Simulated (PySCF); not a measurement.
Vibration and rotation of BiC

ROHF-CCSD(T) constants of BiC, doublet, unpaired electrons σ ↑ (basis Bi def2-TZVPP with ECP60, C def2-TZVPP; scalar-relativistic core potentials; PySCF 2.14; masses 208.9804 and 12.0000 u):

```
ωe           : 756.1 cm⁻¹
ωexe         : 3.93 cm⁻¹
Be           : 0.379 cm⁻¹
αe           : 0.00254 cm⁻¹
De to Bi + C : 2.92 eV
```

Problem. What force constant and bond length do these constants imply?

Solution. Reduced mass μred = 11.348 u; k = 5.8918×10⁻⁷·μred·ωe² (u, cm⁻¹, mdyn/Å) = 3.82 mdyn/Å; Re = √(16.8576/(μred·Be)) (u, cm⁻¹, Å) = 1.980 Å.

Problem. Estimate the centrifugal constant D from the Kratzer relation and find the Dunham coefficient a1.

Solution. D = 4Be³/ωe² = 3.81e-07 cm⁻¹; a1 = −1 − αeωe/(6Be²) = -3.23.

Correlated steps freeze 5 core orbitals. Spin–orbit coupling is left out, which matters for elements this heavy, above all for dissociation energies. The state was picked by a PBE0 search and need not be the measured ground state.
